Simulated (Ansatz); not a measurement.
Isolated molecules relaxed with PBE0-D4/def2-TZVP in Ansatz; ΔE leaves out vibrations. CCSD(T)/CBS is the MP2 limit (def2-TZVPP, def2-QZVPP) plus CCSD(T) − MP2 in def2-TZVPP, frozen cores. This one scheme is used for every species. Functionals use def2-TZVPP. B3LYP here is the variant with VWN-RPA as its local correlation; programs differ in this. One conformer a species, not always the lowest.

Reaction (formal hydrolysis of the Al–N bond): `CB[NH][AlH][CH3]` + H₂O → `[CH3][AlH][OH]` + `CBN`

`CB[NH][AlH][CH3]`:

```xyz
14

C    -1.377    1.095   -1.785
B    -1.632    0.705   -0.287
N    -0.667    0.079    0.534
Al    1.026   -0.446    0.198
C     2.025   -1.292    1.641
H    -0.386    0.850   -2.173
H    -2.124    0.609   -2.425
H    -1.541    2.170   -1.921
H    -2.709    0.951    0.199
H    -0.998   -0.101    1.474
H     1.644   -0.210   -1.239
H     1.458   -1.371    2.572
H     2.338   -2.302    1.356
H     2.944   -0.736    1.856
```

H₂O:

Cartesian coordinates in Å:
```
O 0.217 -0.315 -0.069
H -0.127 0.309 -0.712
H -0.090 0.007 0.781
```

`[CH3][AlH][OH]`:

Cartesian coordinates in Å:
```
C 0.513 -0.353 -1.104
Al -0.546 0.255 0.404
O 0.190 0.249 1.937
H 0.071 -1.246 -1.558
H 1.537 -0.597 -0.811
H 0.555 0.406 -1.891
H -2.051 0.754 0.294
H -0.268 0.531 2.727
```

`CBN`:

Z-matrix (Å, degrees):
```
C
B 1 1.568
H 1 1.095 2 110.4
H 1 1.096 2 110.3 3 116.2
H 1 1.094 2 114.3 3 -121.9
N 2 1.392 1 122.0 3 122.1
H 2 1.202 1 121.0 3 -57.9
H 6 1.005 2 123.2 1 180.0
H 6 1.007 2 123.1 1 -0.0
```

(1) Is it downhill or uphill in electronic energy at CCSD(T)/CBS, and by how much? (Estimate.)

(2) What do these levels give: BLYP-D4, PBE0-D4, revPBE, r2SCAN, B3LYP, r2SCANh, BHLYP, LC-ωPBE, RPA@PBE/def2-TZVPP, CCSD/def2-SVP, CCSD/def2-TZVPP, HF/CBS(def2)? (An estimate is asked.)

Largest T1 diagnostic among the species: 0.011.

## Answers

(1) Computed: Downhill: ΔE = -60.1 kJ/mol.

(2) The calculation gave: BLYP-D4 -67.3, PBE0-D4 -62.0, revPBE -69.9, r2SCAN -69.1, B3LYP -73.7, r2SCANh -68.2, BHLYP -71.9, LC-ωPBE -69.5, RPA@PBE/def2-TZVPP -60.7, CCSD/def2-SVP -68.9, CCSD/def2-TZVPP -63.2, HF/CBS(def2) -70.2 kJ/mol.

The D4 term adds +7.5 kJ/mol with B3LYP and +4.3 kJ/mol with PBE0; it sums over pairs of atoms, weighted by their polarisabilities, and B3LYP, whose exchange is more repulsive, gets the larger term. Leaving LDA and LC-ωPBE aside and taking each functional with its dispersion term where it has one, the values, not all of them listed here, spread over 9.2 kJ/mol, from B2PLYP to revPBE-D4.
